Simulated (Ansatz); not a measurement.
`[OH][GeH2][NH][SiH](O)Cl` + `O[SiH3]` → `[OH][GeH3]` + `O[SiH2]N[SiH](O)Cl`  (redistribution)

Isolated molecules relaxed with PBE0-D4/def2-TZVP in Ansatz; ΔE leaves out vibrations. CCSD(T)/CBS is the MP2 limit (def2-TZVPP, def2-QZVPP) plus CCSD(T) − MP2 in def2-TZVPP, frozen cores. DFT in def2-TZVPP. B3LYP here is the variant with VWN-RPA as its local correlation; programs differ in this. For Ge outer-core shells are correlated without core-valence functions, which leaves a few kJ/mol of doubt a bond. Scalar relativity is left out up to krypton. Each species was taken in one conformer, which may not be the lowest.

```json
{"level": "r2SCAN-D4", "ΔE (kcal/mol)": "-9.1", "difference from CCSD(T)/CBS": "-1.0"}
{"level": "PBE0-D4", "ΔE (kcal/mol)": "-8.8", "difference from CCSD(T)/CBS": "-0.7"}
{"level": "B3LYP-D4", "ΔE (kcal/mol)": "-8.7", "difference from CCSD(T)/CBS": "-0.6"}
{"level": "ωB97X-V", "ΔE (kcal/mol)": "-8.5", "difference from CCSD(T)/CBS": "-0.4"}
{"level": "ωB97M-V", "ΔE (kcal/mol)": "-9.1", "difference from CCSD(T)/CBS": "-1.0"}
{"level": "PBE", "ΔE (kcal/mol)": "-8.5", "difference from CCSD(T)/CBS": "-0.4"}
{"level": "r2SCAN", "ΔE (kcal/mol)": "-9.1", "difference from CCSD(T)/CBS": "-1.0"}
{"level": "B3LYP", "ΔE (kcal/mol)": "-8.9", "difference from CCSD(T)/CBS": "-0.8"}
{"level": "MP2/def2-TZVPP", "ΔE (kcal/mol)": "-7.5", "difference from CCSD(T)/CBS": "0.6"}
{"level": "SCS-MP2/def2-TZVPP", "ΔE (kcal/mol)": "-7.5", "difference from CCSD(T)/CBS": "0.6"}
{"level": "CCSD(T)/def2-TZVPP", "ΔE (kcal/mol)": "-7.5", "difference from CCSD(T)/CBS": "0.6"}
{"level": "HF/def2-QZVPP", "ΔE (kcal/mol)": "-9.5", "difference from CCSD(T)/CBS": "-1.4"}
{"level": "MP2/def2-QZVPP", "ΔE (kcal/mol)": "-7.9", "difference from CCSD(T)/CBS": "0.2"}
{"level": "SCS-MP2/def2-QZVPP", "ΔE (kcal/mol)": "-7.9", "difference from CCSD(T)/CBS": "0.2"}
{"level": "HF/CBS(def2)", "ΔE (kcal/mol)": "-9.6", "difference from CCSD(T)/CBS": "-1.5"}
{"level": "CCSD/CBS(def2)", "ΔE (kcal/mol)": "-8.4", "difference from CCSD(T)/CBS": "-0.3"}
{"level": "CCSD(T)/CBS", "ΔE (kcal/mol)": "-8.1", "difference from CCSD(T)/CBS": "0"}
```

Largest T1 diagnostic among the species: 0.011.

In def2-TZVPP, CCSD(T) changes the Hartree–Fock value by +1.7 kcal/mol (the triples alone add +0.3 kcal/mol) and MP2 by +1.8 kcal/mol.
